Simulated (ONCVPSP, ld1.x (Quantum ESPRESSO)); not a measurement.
**Potentials for rhodium (Rh) compared**

Generated with ld1.x 7.5 (TM, RRKJ, ultrasoft, PAW), atompaw 4.2 or ONCVPSP 4.0.1. The cutoff is in Ry: for ld1.x and atompaw files where the sum of valence levels is converged to 10 mRy in a Bessel basis, for ONCV files where the hardest occupied wave has 1 mHa per electron of residual kinetic energy. The error is the largest all-electron minus pseudo excitation energy over each file’s own four to seven test configurations (ionisations up to +4, promotions, holes and added fractions of an electron), all of which were solved. The labels leave out finer settings (local radius, basis sizes, second energies), which also bear on the numbers. Spin-polarised tests are not counted. The rows are a selection from randomly drawn settings: files with unsolved tests, undetermined cutoffs or missed reference levels are left out.

| potential | cutoff (Ry) | largest error (meV) | bound ghosts |
| --- | --- | --- | --- |
| TM, PBEsol, scalar-relativistic, rc 2.30/3.30/2.00 (spd), local s, core correction no, reference 4d8 5s0 5p1 | 50 | -457 | none |
| ONCV, PBE, scalar-relativistic, rc 1.35/1.30/1.35 (spd), local smoothed, core correction yes, reference 4s2 4p6 4d8 5s1, qcut 9.6/11.1/7.7, projectors 2/3/2 | 81 | -3.0 | none |
| ONCV, LDA (Perdew-Zunger), scalar-relativistic, rc 1.85/1.50/1.40 (spd), local smoothed, core correction yes, reference 4s2 4p6 4d8 5s0.75, qcut 5.5/10.8/7, projectors 2/2/1 | 77 | +26 | none |
| ONCV, PBEsol, scalar-relativistic, rc 1.50/1.55/1.50 (spd), local d, core correction yes, reference 4s2 4p6 4d8 5s0.75, qcut 9.5/8.2/9.7, projectors 2/2/0 | 58 | -67 | none |
| TM semilocal, PBE, scalar-relativistic, rc 2.00/3.70/1.55 (spd), local s, core correction yes, reference 4d8 5s0 5p1 | 60 | -329 | none |

Fill in the row for Rh: ONCV, PBE, scalar-relativistic, rc 1.35/1.65/2.10 (spd), local smoothed, core correction yes, reference 4s2 4p6 4d7, qcut 10.1/10.2/6.5, projectors 2/2/2.

cutoff 69 Ry, largest error +30 meV, bound ghosts: none.
